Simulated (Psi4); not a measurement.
## Worked example: vertical ionisation energy of C6H10O2 (SMILES CC(=O)C(C)C(C)=O)

The species is C6H10O2 (18 atoms), meant as a singlet with charge 0. As SMILES, `CC(=O)C(C)C(C)=O`. The shape is that of a PBE0-D4/def2-TZVP optimisation. This is one conformer, not always the lowest.

Both states at this one shape; open shells run unrestricted unless said. 1 Eh = 27.2114 eV.

| level | program | singlet C6H10O2 (Eh) | doublet [C6H10O2]+ (Eh) | HOMO of the first (eV) |
| --- | --- | --- | --- | --- |
| revPBE/def2-TZVP (density fitting) | Psi4 | -385.139739 | -384.825594 | -5.65 |
| DSD-PBEP86/def2-TZVP (density fitting, density fitting for correlation), 8 core orbitals frozen | Psi4 | -384.585615 | -384.236297 | -9.76 |

**Question.** Work out the vertical ionisation energy at each level.

**Answer.** 
1. revPBE/def2-TZVP (density fitting): -384.825594 − (-385.139739) = 0.314145 Eh = 8.55 eV; −ε(HOMO) = 5.65 eV.
2. DSD-PBEP86/def2-TZVP (density fitting, density fitting for correlation): -384.236297 − (-384.585615) = 0.349318 Eh = 9.51 eV; −ε(HOMO) = 9.76 eV.

No measured value is set beside it here; the levels span 8.55 to 9.51 eV. In semi-local functionals −ε(HOMO) lies far under the ionisation energy, a result of self-interaction, while the difference of totals does much better. The second state is spin-contaminated at DSD-PBEP86/def2-TZVP (density fitting, density fitting for correlation) (⟨S²⟩ = 0.86).
